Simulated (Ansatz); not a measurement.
Consider the hydrogenolysis of the Si–F bond: `N=C1C(F)[SiH]1F` + H₂ → `N=C1[SiH2]C1F` + H–F.

Calculated with Ansatz (gas phase, PBE0-D4/def2-TZVP geometries, no zero-point term in ΔE). CCSD(T)/CBS is the MP2 limit (def2-TZVPP, def2-QZVPP) plus CCSD(T) − MP2 in def2-TZVPP, frozen cores. This one scheme is used for every species. Functionals use def2-TZVPP. HSE06 is defined as in plane-wave codes. Each species was taken in one conformer, which may not be the lowest.

Question: Is it downhill or uphill in electronic energy at CCSD(T)/CBS, and by how much? (Best estimate.)

Answer: Ansatz gave: Uphill: ΔE = +100.1 kJ/mol.

Question: What do these levels give: BLYP-D4, r2SCAN-D4, PBE0-D4, r2SCANh-D4, r2SCAN0-D4, HSE06-D4, BLYP, CAM-B3LYP, HF/def2-SVP, CCSD/def2-SVP, SCS-MP2/def2-TZVPP, HF/CBS(def2)? (Estimate.)

Answer: Computed: BLYP-D4 106.6, r2SCAN-D4 108.1, PBE0-D4 94.2, r2SCANh-D4 106.4, r2SCAN0-D4 103.9, HSE06-D4 93.8, BLYP 104.0, CAM-B3LYP 105.9, HF/def2-SVP 82.1, CCSD/def2-SVP 81.8, SCS-MP2/def2-TZVPP 104.7, HF/CBS(def2) 104.1 kJ/mol.

Question: What do rigid-rotor, harmonic-oscillator terms from PBE0-D4/def2-TZVP frequencies (298.15 K, 1 bar) make of the CCSD(T)/CBS value? (An estimate is asked.)

Answer: Ansatz gave: ΔZPE = +11.5 kJ/mol, ΔH = +109.5 kJ/mol, ΔS = 21 J/(mol·K), ΔG = +103.2 kJ/mol.

Largest T1 diagnostic among the species: 0.015.

Leaving LDA and LC-ωPBE aside and taking each functional with its dispersion term where it has one, the values, not all of them listed here, spread over 15.2 kJ/mol, from HSE06-D4 to B97M-V. At CCSD(T), def2-SVP lies −17.7 kJ/mol from the extrapolated value and def2-TZVPP −1.1 kJ/mol. From r2SCAN to r2SCAN0 (25 % exact exchange), in def2-TZVPP and without D4, ΔE moves by −4.3 kJ/mol.
